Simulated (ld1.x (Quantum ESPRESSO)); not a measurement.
Configuration tests for F (TM)

ld1.x (Quantum ESPRESSO) 7.5 input, shortened:

```
&input
   title='F', zed=9., rel=1, dft='PBE', iswitch=3,
   config='[He] 2s2 2p5 3d-2'
 /
 &inputp
   pseudotype=2, tm=.true., lloc=-1, rcloc=1.55,
   nlcc=.true., new_core_ps=.true., rcore=0.35
 /
3
2S  1  0   2.00   0.00  0.75  0.75  0.0
2P  2  1   5.00   0.00  1.75  1.75  0.0
3D  3  2  -2.00   0.15  1.85  1.85  0.0
 &test
   configts(1)='2s2 2p5'
 /
```

Energies are relative to the spin-unpolarised reference configuration 2s2 2p5; without spin polarisation the order of configurations can differ from experiment.

Problem. Give the all-electron excitation energy and the error of the potential for: 2s2 2p4; 2s2 2p3; 2s2 2p2; 2s2 2p4.5; 2s2 2p5.3; 2s1 2p5; 2s1 2p6.

Solution.

```tsv
valence configuration	charge	ΔE all-electron (eV)	error AE − PS (meV)
2s2 2p4	+1	19.390	+45
2s2 2p3	+2	57.775	+447
2s2 2p2	+3	118.413	+1856
2s2 2p4.5	+0.5	7.543	+5.5
2s2 2p5.3	-0.3	-2.670	+0.4
2s1 2p5	+1	38.493	-163
2s1 2p6	0	18.814	-4.1
```

Levels in the configuration 2s1 2p5:

| level | all-electron (eV) | pseudo (eV) |
| --- | --- | --- |
| 2s | -47.558 | -47.929 |
| 2p | -28.432 | -28.603 |
